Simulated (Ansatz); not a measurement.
`O=[C]([SiH3])[AlH][OH]` and `O=[C]([SiH3])[SnH3]` differ in one atom or group.

Ansatz, PBE0-D4/def2-TZVP geometries, multiplicity 1. Each molecule was computed in one conformer, which needn't be the lowest.

Elements past krypton have def2 core potentials.

```csv
property,`O=[C]([SiH3])[AlH][OH]`
HOMO energy (PBE/def2-TZVPP) / eV,-4.81
HOMO–LUMO gap (PBE0/def2-TZVPP) / eV,3.83
HOMO–LUMO gap (B3LYP/def2-TZVPP) / eV,3.42
HOMO energy (PBE0/def2-TZVPP) / eV,-6.06
LUMO energy (PBE0/def2-TZVPP) / eV,-2.23
HOMO energy (B3LYP/def2-TZVPP) / eV,-5.86
```

Question: Give the same properties after the change, and the shifts. (An estimate is asked.)

Answer: The calculation gave: 
```csv
property,`O=[C]([SiH3])[SnH3]`,shift
HOMO energy (PBE/def2-TZVPP) / eV,-5.17,-0.36
HOMO–LUMO gap (PBE0/def2-TZVPP) / eV,4.41,0.58
HOMO–LUMO gap (B3LYP/def2-TZVPP) / eV,4.00,0.58
HOMO energy (PBE0/def2-TZVPP) / eV,-6.31,-0.25
LUMO energy (PBE0/def2-TZVPP) / eV,-1.90,0.33
HOMO energy (B3LYP/def2-TZVPP) / eV,-6.13,-0.27
```

With PBE0 the HOMO falls by 0.25 eV and the LUMO rises by 0.33 eV, so the gap widens by about 0.58 eV. PBE moves the HOMO by -0.36 eV and ωB97M-V by -0.14 eV.

Positive LUMOs are unbound, so they and the gaps depend on the basis.

B3LYP here is the variant with VWN-RPA as its local correlation; programs differ in this.
